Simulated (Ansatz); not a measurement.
Isolated molecules relaxed with PBE0-D4/def2-TZVP in Ansatz; ΔE leaves out vibrations. CCSD(T)/CBS is the MP2 limit (def2-TZVPP, def2-QZVPP) plus CCSD(T) − MP2 in def2-TZVPP, frozen cores. This one scheme is used for every species, atoms too. DFT in def2-TZVPP. Open shells (•) are unrestricted, without spin–orbit coupling. Spin–orbit coupling would lower the free atoms: a little for Al, Si; strongly for Te. def2 core potentials past Kr. For Te outer-core shells are correlated without core-valence functions, so the limit isn't a true one: a few kJ/mol of doubt a bond, and 10 to 20 or more in all where bonds break to atoms. Each species was taken in one conformer, which may not be the lowest.

`[SiH3][NH][AlH][TeH]` → Al• + 6 H• + N• + Si• + Te•  (atomization)

`[SiH3][NH][AlH][TeH]`:

Cartesian coordinates in Å:
```
Si -1.016 -0.941 0.669
N 0.467 -0.802 -0.203
Al 1.391 0.575 -0.854
Te 0.632 2.974 -0.621
H -0.821 -1.599 1.991
H -1.551 0.427 0.890
H -2.029 -1.737 -0.078
H 0.911 -1.695 -0.386
H 2.745 0.280 -1.612
H -0.730 2.518 0.203
```

```json
{"species": "`[SiH3][NH][AlH][TeH]`", "B2PLYP energy (Eh)": "-857.97505"}
{"species": "Al•", "B2PLYP energy (Eh)": "-242.24823"}
{"species": "H•", "B2PLYP energy (Eh)": "-0.49861"}
{"species": "N•", "B2PLYP energy (Eh)": "-54.56930"}
{"species": "Si•", "B2PLYP energy (Eh)": "-289.25332"}
{"species": "Te•", "B2PLYP energy (Eh)": "-267.80948"}
```

**Question.** Work out ΔE.

**Answer.** ΔE = 6 × (-0.49861) + (-242.24823) + (-54.56930) + (-289.25332) + (-267.80948) − (-857.97505) = 1.10306 Eh = +692.2 kcal/mol. CCSD(T)/CBS gives +708.3 kcal/mol.

Largest T1 diagnostic among the species: 0.018.

The D4 term adds +9.9 kcal/mol with B3LYP and +5.3 kcal/mol with PBE0; it sums over pairs of atoms, weighted by their polarisabilities, and B3LYP, whose exchange is more repulsive, gets the larger term. In def2-TZVPP, CCSD(T) changes the Hartree–Fock value by +179.5 kcal/mol (the triples alone add +9.6 kcal/mol) and MP2 by +180.5 kcal/mol; breaking electron pairs costs correlation energy, which Hartree–Fock lacks. From PBE to PBE0 (25 % exact exchange), in def2-TZVPP and without D4, ΔE moves by −5.8 kcal/mol: exact exchange takes away binding that semilocal exchange gives to molecules.

B3LYP here is the variant with VWN-RPA as its local correlation; programs differ in this.

For atomizations the MP2-based limit and the directly extrapolated one differ by several kJ/mol either way, and by 10 to 25 for some Ge, Se and Sn compounds, so smaller differences from it don't rank the levels.
